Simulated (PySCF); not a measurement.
H4Si2, SMILES [SiH][SiH3] (connectivity only; charge and spin as stated), neutral, multiplicity 1. Heavy atoms are numbered as in [SiH3:1][SiH:2]. Hydrogens are named by the atom that carries them.

The structure is a stationary point at ωB97X-D3(BJ)/def2-TZVP. The isomer is the one that the SMILES or the coordinates give; other isomers of the formula were not compared.

All values below come from HF/pcSseg-2 in PySCF.

GIAO shieldings, no solvent; atoms alike by connectivity are averaged. δ = σ(ref) − σ: ²⁹Si against TMS (σ = 383.2 ppm); ¹H against TMS (σ = 31.98 ppm), references at their B3LYP-D3(BJ)/def2-TZVP geometries, non-relativistic.

```
atoms       nucleus  count     δ (ppm)
----------  -------  -----  ----------
Si2 (SiH)      ²⁹Si      1      1131.9
Si1 (SiH3)     ²⁹Si      1  (withheld)
H on Si2         ¹H      1  (withheld)
H on Si1         ¹H      3        3.98
```

Q: Fill in the missing entries. (The exact figures need the calculation; the answer reports its results.)

A: 
- Si1 (SiH3), δ (ppm): -85.2
- H on Si2, δ (ppm): 20.32
